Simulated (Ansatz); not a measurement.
Computed with Ansatz on PBE0-D4/def2-TZVP structures; ΔE is electronic, products minus reactants. CBS: MP2 limit from def2 TZ/QZ plus the TZ coupled-cluster correction, frozen cores. Functionals use def2-TZVPP. B3LYP here is the variant with VWN-RPA as its local correlation; programs differ in this. HSE06 is defined as in plane-wave codes. For Ge outer-core shells are correlated without core-valence functions, which leaves a few kJ/mol of doubt a bond. Scalar relativity is left out up to krypton. One conformer a species, not always the lowest.

Consider the ligand exchange at a B–O bond: `BOC(O)[SiH3]` + `C[NH][GeH3]` → `B[N](C)[GeH3]` + `OC(O)[SiH3]`.

```csv
level,ΔE (kcal/mol),difference from CCSD(T)/CBS
LDA (SPW92),-6.7,-1.9
PBE-D4,-5.5,-0.7
revPBE-D4,-5.4,-0.6
r2SCAN-D4,-4.7,0.1
B97M-V,-4.0,0.8
PBE0-D4,-5.1,-0.3
B3LYP-D4,-3.9,0.9
r2SCANh-D4,-4.6,0.2
r2SCAN0-D4,-4.6,0.2
HSE06-D4,-5.1,-0.3
BHLYP-D4,-3.4,1.4
CAM-B3LYP-D4,-3.7,1.1
ωB97X-V,-4.1,0.7
ωB97M-V,-4.5,0.3
B2PLYP,-4.0,0.8
PBE-QIDH,-5.0,-0.2
PBE,-5.1,-0.3
revPBE,-4.4,0.4
r2SCAN,-4.7,0.1
PBE0,-4.8,0.0
r2SCANh,-4.6,0.2
r2SCAN0,-4.5,0.3
HSE06,-4.8,0.0
BHLYP,-2.9,1.9
LC-ωPBE,-4.4,0.4
RPA@PBE/def2-TZVPP,-4.6,0.2
HF/def2-SVP,-1.2,3.6
MP2/def2-SVP,-4.1,0.7
CCSD/def2-SVP,-3.5,1.3
CCSD(T)/def2-SVP,-3.8,1.0
HF/def2-TZVPP,-1.0,3.8
MP2/def2-TZVPP,-5.5,-0.7
SCS-MP2/def2-TZVPP,-4.6,0.2
CCSD(T)/def2-TZVPP,-5.1,-0.3
HF/def2-QZVPP,-0.8,4.0
MP2/def2-QZVPP,-5.2,-0.4
SCS-MP2/def2-QZVPP,-4.4,0.4
HF/CBS(def2),-0.7,4.1
MP2/CBS(def2),-5.2,-0.4
CCSD/CBS(def2),-4.3,0.5
CCSD(T)/CBS,-4.8,0
```

Largest T1 diagnostic among the species: 0.014.

Leaving LDA and LC-ωPBE aside and taking each functional with its dispersion term where it has one, the values spread over 2.1 kcal/mol, from PBE-D4 to BHLYP-D4. LDA lies −1.6 kcal/mol from PBE without D4. At CCSD(T), def2-SVP lies +1.0 kcal/mol from the extrapolated value and def2-TZVPP −0.3 kcal/mol.

CCSD(T)/CBS has its own doubt, a few kJ/mol and more with outer-core shells, so smaller differences from it don't rank the levels.
